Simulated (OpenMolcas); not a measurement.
## 5d3 along the 71-electron sequence

```yaml
Program: OpenMolcas
Method: CASSCF
Basis: ANO-R2
Scalar_Hamiltonian: X2C, finite nucleus
Spin-orbit_coupling: RASSI with atomic mean-field integrals over the reference wave functions, term energies averaged over their components
```

Active space for each ion: 3 electrons in 5 orbitals (5d).

Computed levels in cm-1 above 4F 3/2:

```json
{"Level": "4F 5/2", "Ta2+": "2395", "W3+": "3514", "Re4+": "4648", "Os5+": "6077", "Ir6+": "7685", "Pt7+": "9598"}
{"Level": "4F 7/2", "Ta2+": "4920", "W3+": "6973", "Re4+": "8985", "Os5+": "11384", "Ir6+": "13973", "Pt7+": "16898"}
{"Level": "4F 9/2", "Ta2+": "7265", "W3+": "9934", "Re4+": "12455", "Os5+": "15261", "Ir6+": "18149", "Pt7+": "21230"}
{"Level": "4P 1/2", "Ta2+": "12478", "W3+": "14798", "Re4+": "17075", "Os5+": "19403", "Ir6+": "21854", "Pt7+": "24471"}
{"Level": "2G 7/2", "Ta2+": "14631", "W3+": "17984", "Re4+": "21332", "Os5+": "24946", "Ir6+": "28848", "Pt7+": "33166"}
{"Level": "4P 5/2", "Ta2+": "15914", "W3+": "19618", "Re4+": "23227", "Os5+": "27106", "Ir6+": "31192", "Pt7+": "35603"}
{"Level": "2P 1/2", "Ta2+": "19271", "W3+": "23689", "Re4+": "28039", "Os5+": "32688", "Ir6+": "37628", "Pt7+": "42991"}
{"Level": "2H 11/2", "Ta2+": "20473", "W3+": "25192", "Re4+": "29821", "Os5+": "34729", "Ir6+": "39921", "Pt7+": "45513"}
{"Level": "2D 5/2(1)", "Ta2+": "22462", "W3+": "27688", "Re4+": "32791", "Os5+": "38181", "Ir6+": "43847", "Pt7+": "49902"}
{"Level": "weight of 4F in the lowest level (%)", "Ta2+": "94", "W3+": "91", "Re4+": "89", "Os5+": "86", "Ir6+": "84", "Pt7+": "81"}
```

Mixed levels, with the weight of the term that names them: Re4+ 4F 9/2 (74 %), Os5+ 4F 9/2 (66 %), Ir6+ 4F 9/2 (59 %), Ir6+ 4P 1/2 (73 %), Ir6+ 2P 1/2 (73 %), Pt7+ 4F 9/2 (51 %), Pt7+ 4P 1/2 (72 %), Pt7+ 2P 1/2 (72 %).

Measured, with the error of the calculation in %. Measured levels: W3+ from the list in J. Phys. B 45, 035001 (2012); Re4+ from the list in Brasseur, Gamrath and Quinet, At. Data Nucl. Data Tables 157, 101636 (2024); Os5+ from the list in Brasseur, Palmeri and Quinet, Atoms 13, 11 (2025).

```json
{"Level": "4F 5/2", "W3+": "3537 (-0.7)", "Re4+": "4853 (-4.2)", "Os5+": "6397 (-5.0)"}
{"Level": "4F 7/2", "W3+": "6745 (+3.4)", "Re4+": "8973 (+0.1)", "Os5+": "11444 (-0.5)"}
{"Level": "4F 9/2", "W3+": "9256 (+7.3)", "Re4+": "11914 (+4.5)", "Os5+": "14678 (+4.0)"}
{"Level": "4P 1/2", "W3+": "11773 (+25.7)", "Re4+": "14325 (+19.2)", "Os5+": "16772 (+15.7)"}
{"Level": "2G 7/2", "W3+": "15261 (+17.8)", "Re4+": "19013 (+12.2)", "Os5+": "22920 (+8.8)"}
{"Level": "4P 5/2", "W3+": "17190 (+14.1)", "Re4+": "20922 (+11.0)", "Os5+": "24828 (+9.2)"}
{"Level": "2P 1/2", "W3+": "18365 (+29.0)", "Re4+": "23669 (+18.5)", "Os5+": "28860 (+13.3)"}
{"Level": "2H 11/2", "W3+": "22223 (+13.4)", "Re4+": "27077 (+10.1)", "Os5+": "32156 (+8.0)"}
{"Level": "2D 5/2(1)", "W3+": "22766 (+21.6)", "Re4+": "28739 (+14.1)", "Os5+": "34418 (+10.9)"}
```

The fine-structure level 4F 9/2 changes by a factor of 2.92 from Ta2+ to Pt7+. Its fourth root runs 9.23, 9.98, 10.56, 11.11, 11.61, 12.07, with steps per unit of Z of 0.75, 0.58, 0.55, 0.49, 0.46; equal steps would mean a (Z - σ)^4 law with constant σ.

4P 1/2 changes by a factor of 1.96 over the same range, with steps per unit of Z of +2320, +2280, +2330, +2450, +2620 cm-1.

Without dynamic correlation excited terms often stand tens of per cent too high (terms of higher spin than the ground term too low), and those without a measured partner can miss by more than the paired ones. Configurations with an s electron lie low in 5d ions of this charge, fall among these levels and mix in, so low-spin terms can stand far too high, up to twice their true height, and weights are not those of the real levels (holds for Ta2+). Some levels mix across a computed gap that differs much from the measured one, so their mixing is not that of the real levels (holds for W3+). Measured partners are found by configuration, term and J. A level has none where our copy of the source lacks it or the pairing is in doubt (some pairs that miss far off the trend of their configuration count as doubtful), and it then counts in no deviation. Only configurations of the active space appear.

A number in round brackets counts repeated terms of one configuration in the order of the reference energies.
